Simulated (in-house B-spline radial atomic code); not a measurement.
**RPA and G0W0 on PBEsol: Sc3+**

Configuration [Ne] 3s2 3p6, mean-field start PBEsol. Computed with an all-electron radial atomic-structure program (B-spline basis): all electrons, non-relativistic, point nucleus, each spin shell either full or empty, empty states to l = 9 with an (l + 1/2)⁻⁴ tail; G0W0 by contour deformation at full frequency.

Command:
```bash
python run_gw.py task.json out
```
Settings (radii: box in bohr, nucleus in fm):
```
Z                        21
electrons                18
configuration            [Ne] 3s2 3p6
hamiltonian              nr
method                   pbesol
lmax                     9
spin_polarised           False
box_radius               14.14
intervals                49
```

Time taken, with all properties: 1.5 s on 1 thread of Arm Neoverse N1, on a shared host.

Energies (hartree):

```csv
term,value
mean-field total,-757.85254
Hartree-Fock functional on these orbitals,-758.20242
direct second order,-1.3709
second-order exchange,0.45915
SOSEX correction,0.41495
```

Question: What is the RPA correlation energy, and what remains with SOSEX?

Answer: RPA gives -1.1822 hartree (-1.79 eV per electron); RPA + SOSEX gives -0.76729, and the second-order doubles -0.9118 hartree (no singles). RPA lacks exchange-type terms and so overcorrelates at short range.

Quasi-particle levels (eV):

```json
{"level": "3p", "occupied": "yes", "mean field": "-64.48", "Σx - vxc": "-9.00", "Σc": "?", "QP weight": "?", "G0W0": "?"}
{"level": "3d", "occupied": "no", "mean field": "-32.43", "Σx - vxc": "10.06", "Σc": "-2.85", "QP weight": "0.956", "G0W0": "-25.222"}
```

G0W0 = mean field + (Σx - vxc) + Σc, with Σc (partial-wave tail included) taken at the quasi-particle energy. Only the outer levels were computed. Levels of low weight are left out.

Question: Where does G0W0 put 3p?

Answer: At -73.49 eV, with Σc = -0.01 eV and a quasi-particle weight of 0.934. The tabulated removal energy is 73.489 eV (NIST, measured); the calculation leaves out relativity, Breit and QED terms, and what these don't explain is the method's own error.
